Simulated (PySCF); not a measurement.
Compound: C7H7NO2.
Geometry (PBE0-D3(BJ)/def2-SVP, Å), atoms numbered from 1 in this order:
```xyz
17
C7H7NO2 angstrom
C      3.2985   -0.7447    0.2316
C      1.9616   -0.1674    0.5807
O      1.7173    0.5207    1.5301
O      1.0443   -0.5502   -0.3434
C     -0.2810   -0.1922   -0.2774
C     -0.7015    1.0750    0.1393
C     -2.0664    1.3345    0.0960
C     -2.9414    0.3460   -0.3518
C     -2.3974   -0.8750   -0.7409
N     -1.0937   -1.1370   -0.7031
H      4.0501   -0.3875    0.9438
H      3.2420   -1.8428    0.2593
H      3.5730   -0.4607   -0.7944
H      0.0118    1.8150    0.4959
H     -2.4427    2.3105    0.4119
H     -4.0185    0.5159   -0.3988
H     -3.0439   -1.6833   -1.1009
```

Computed with PySCF, TDDFT CAM-B3LYP/def2-SVPD, vertical, gas phase, core orbitals frozen in the response.

Computed states:

```json
{"state": "S1", "E (eV)": "5.43", "f": "0.0084"}
{"state": "S2", "E (eV)": "5.45", "f": "0.071"}
{"state": "S3", "E (eV)": "5.74", "f": "0.0037"}
{"state": "S4", "E (eV)": "5.80", "f": "0.0027"}
{"state": "S5", "E (eV)": "6.09", "f": "0.116"}
{"state": "S6", "E (eV)": "7.06", "f": "0.298"}
```

Broadening: Gaussians 0.4 eV wide at half height, area fixed by f = 4.319×10⁻⁹ ∫ε dν̃. The width is an assumption, not a result. The curve ends short of the highest state used, and states not computed would add to its high-energy end.

Task: What does the envelope look like, and where are its maxima?

Result: 
```json
{"λ (nm)": "191.8", "ε (L mol⁻¹ cm⁻¹)": "776"}
{"λ (nm)": "193.0", "ε (L mol⁻¹ cm⁻¹)": "1215"}
{"λ (nm)": "194.2", "ε (L mol⁻¹ cm⁻¹)": "1840"}
{"λ (nm)": "195.4", "ε (L mol⁻¹ cm⁻¹)": "2649"}
{"λ (nm)": "196.6", "ε (L mol⁻¹ cm⁻¹)": "3611"}
{"λ (nm)": "197.7", "ε (L mol⁻¹ cm⁻¹)": "4573"}
{"λ (nm)": "198.9", "ε (L mol⁻¹ cm⁻¹)": "5626"}
{"λ (nm)": "200.1", "ε (L mol⁻¹ cm⁻¹)": "6578"}
{"λ (nm)": "201.3", "ε (L mol⁻¹ cm⁻¹)": "7325"}
{"λ (nm)": "202.5", "ε (L mol⁻¹ cm⁻¹)": "7782"}
{"λ (nm)": "203.7", "ε (L mol⁻¹ cm⁻¹)": "7905"}
{"λ (nm)": "204.8", "ε (L mol⁻¹ cm⁻¹)": "7725"}
{"λ (nm)": "206.0", "ε (L mol⁻¹ cm⁻¹)": "7248"}
{"λ (nm)": "207.2", "ε (L mol⁻¹ cm⁻¹)": "6555"}
{"λ (nm)": "208.4", "ε (L mol⁻¹ cm⁻¹)": "5738"}
{"λ (nm)": "209.6", "ε (L mol⁻¹ cm⁻¹)": "4895"}
{"λ (nm)": "210.8", "ε (L mol⁻¹ cm⁻¹)": "4110"}
{"λ (nm)": "211.9", "ε (L mol⁻¹ cm⁻¹)": "3499"}
{"λ (nm)": "213.1", "ε (L mol⁻¹ cm⁻¹)": "2991"}
{"λ (nm)": "214.3", "ε (L mol⁻¹ cm⁻¹)": "2672"}
{"λ (nm)": "215.5", "ε (L mol⁻¹ cm⁻¹)": "2545"}
{"λ (nm)": "216.7", "ε (L mol⁻¹ cm⁻¹)": "2600"}
{"λ (nm)": "217.9", "ε (L mol⁻¹ cm⁻¹)": "2814"}
{"λ (nm)": "219.1", "ε (L mol⁻¹ cm⁻¹)": "3153"}
{"λ (nm)": "220.2", "ε (L mol⁻¹ cm⁻¹)": "3539"}
{"λ (nm)": "221.4", "ε (L mol⁻¹ cm⁻¹)": "4001"}
{"λ (nm)": "222.6", "ε (L mol⁻¹ cm⁻¹)": "4459"}
{"λ (nm)": "223.8", "ε (L mol⁻¹ cm⁻¹)": "4867"}
{"λ (nm)": "225.0", "ε (L mol⁻¹ cm⁻¹)": "5185"}
{"λ (nm)": "226.2", "ε (L mol⁻¹ cm⁻¹)": "5382"}
{"λ (nm)": "227.3", "ε (L mol⁻¹ cm⁻¹)": "5441"}
{"λ (nm)": "228.5", "ε (L mol⁻¹ cm⁻¹)": "5366"}
{"λ (nm)": "229.7", "ε (L mol⁻¹ cm⁻¹)": "5154"}
{"λ (nm)": "230.9", "ε (L mol⁻¹ cm⁻¹)": "4823"}
{"λ (nm)": "232.1", "ε (L mol⁻¹ cm⁻¹)": "4400"}
{"λ (nm)": "233.3", "ε (L mol⁻¹ cm⁻¹)": "3916"}
{"λ (nm)": "234.4", "ε (L mol⁻¹ cm⁻¹)": "3445"}
{"λ (nm)": "235.6", "ε (L mol⁻¹ cm⁻¹)": "2928"}
{"λ (nm)": "236.8", "ε (L mol⁻¹ cm⁻¹)": "2433"}
{"λ (nm)": "238.0", "ε (L mol⁻¹ cm⁻¹)": "1977"}
{"λ (nm)": "239.2", "ε (L mol⁻¹ cm⁻¹)": "1573"}
{"λ (nm)": "240.4", "ε (L mol⁻¹ cm⁻¹)": "1225"}
{"λ (nm)": "241.6", "ε (L mol⁻¹ cm⁻¹)": "935"}
{"λ (nm)": "242.7", "ε (L mol⁻¹ cm⁻¹)": "717"}
{"λ (nm)": "243.9", "ε (L mol⁻¹ cm⁻¹)": "527"}
{"λ (nm)": "245.1", "ε (L mol⁻¹ cm⁻¹)": "381"}
{"λ (nm)": "246.3", "ε (L mol⁻¹ cm⁻¹)": "270"}
{"λ (nm)": "247.5", "ε (L mol⁻¹ cm⁻¹)": "188"}
{"λ (nm)": "248.7", "ε (L mol⁻¹ cm⁻¹)": "129"}
{"λ (nm)": "249.8", "ε (L mol⁻¹ cm⁻¹)": "90"}
{"λ (nm)": "251.0", "ε (L mol⁻¹ cm⁻¹)": "60"}
{"λ (nm)": "252.2", "ε (L mol⁻¹ cm⁻¹)": "39"}
{"λ (nm)": "253.4", "ε (L mol⁻¹ cm⁻¹)": "25"}
{"λ (nm)": "254.6", "ε (L mol⁻¹ cm⁻¹)": "16"}
{"λ (nm)": "255.8", "ε (L mol⁻¹ cm⁻¹)": "10"}
{"λ (nm)": "256.9", "ε (L mol⁻¹ cm⁻¹)": "6"}
```

Maxima: 227 nm (5.45 eV), ε about 5400, made up of S1 (10%) and S2 (88%); 204 nm (6.09 eV), ε about 7900, made up of S5 (99%) (ε in L mol⁻¹ cm⁻¹; maxima over ε = 5, shares over 10%).

Task: Coming from long wavelengths, where does ε first pass 100 L mol⁻¹ cm⁻¹?

Result: At about 249 nm (4.97 eV), 0.45 eV below S1.

Task: On this curve, what absorbance would a 10⁻⁵ mol/L sample give at 254 nm over a 1 cm path?

Result: 254 nm is 4.881 eV, where ε is about 20 L mol⁻¹ cm⁻¹, so A = ε c l ≈ 0.0002 (Beer–Lambert, with the gas-phase spectrum and the assumed width).

Task: What would ε be at 6.09 eV, the highest of these maxima, with half the width (0.2 eV)?

Result: About 15600 L mol⁻¹ cm⁻¹ against 7910, a factor of about 1.98; a lone state at its own centre would give exactly 2.

On Intel Xeon Platinum 8375C at 2.90 GHz, one thread, on a shared host, this took 77 s of wall time and 1.3 GiB of memory at its peak.

One conformer stands for the species.
